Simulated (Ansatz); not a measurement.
The cluster AsSe₂, relaxed as a doublet with UKS PBE0-D4/def2-TZVP in Ansatz, starting from the GFN2-xTB geometry. Force threshold 0.02 eV/Å.

The relaxation made no stability test and no search for a lower SCF solution. The structure comes from a short search, and lower isomers may exist.

Start:

```tsv
atom	x (Å)	y (Å)	z (Å)
As1	0.166	-0.686	-1.125
Se2	0.231	-0.612	1.190
Se3	-0.397	1.297	-0.064
```

```json
{"step": "1", "energy (eV)": "-191518.7361", "largest force component (eV/Å)": "0.442", "SCF passes": "18"}
{"step": "2", "energy (eV)": "-191518.7446", "largest force component (eV/Å)": "0.026", "SCF passes": "29"}
{"step": "3", "energy (eV)": "-191518.7447", "largest force component (eV/Å)": "0.000", "SCF passes": "18"}
```

Force components are those of the run's own axes.

End:

```xyz
3

As    0.1674   -0.6939   -1.1393
Se    0.2317   -0.6124    1.2003
Se   -0.3991    1.3063   -0.0609
```

By distances, no bond broke or formed. The bond that changes most is As1–Se2, from 2.32 to 2.34 Å (atoms count from 1).

No frequencies were taken in this run, so the end may be a saddle point.

Hardware: 4 threads of Arm Neoverse V1 on a shared host. Wall time 9 s.
